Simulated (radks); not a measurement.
Results of a calculation; reference values are marked as such.
Polarisability of the erbium ion Er4+, [Xe] 4f10, at imaginary frequency. Level of theory: scalar-relativistic Kohn-Sham, LDA (Slater exchange, Perdew-Wang correlation), spin-polarised, spherical densities, finite nucleus; open shells are filled with parallel spins first (spin-orbit coupling, left out, can overturn this in heavy ions); Fermi nuclear charge, rms radius 5.2516 fm (a radial shooting solver on a logarithmic mesh with Libxc functionals). Response by self-consistent Sternheimer equations with the Hartree and adiabatic LDA kernel, the relativistic mass of each level held fixed and spin-orbit coupling left out.

| w (hartree) | alpha1(iw) (bohr^3) |
|---|---|
| 0.00266 | 3.775 |
| 0.0143 | 3.774 |
| 0.0360 | 3.772 |
| 0.0697 | 3.766 |
| 0.118 | 3.749 |
| 0.186 | 3.713 |
| 0.280 | 3.638 |
| 0.413 | 3.497 |
| 0.605 | 3.245 |
| 0.892 | 2.828 |
| 1.35 | 2.220 |
| 2.12 | 1.488 |
| 3.59 | 0.8152 |
| 6.94 | 0.3419 |
| 17.5 | 0.08605 |

Static values: alpha1 = 3.775 bohr^3 (0.5594 angstrom^3; uncoupled 6.866). C6 = 18.27, triple-dipole C9 = 48.71 atomic units. One-pole (London) frequency 4 C6 / (3 alpha1^2) = 1.709 hartree, against 2.011 for minus the highest occupied eigenvalue.
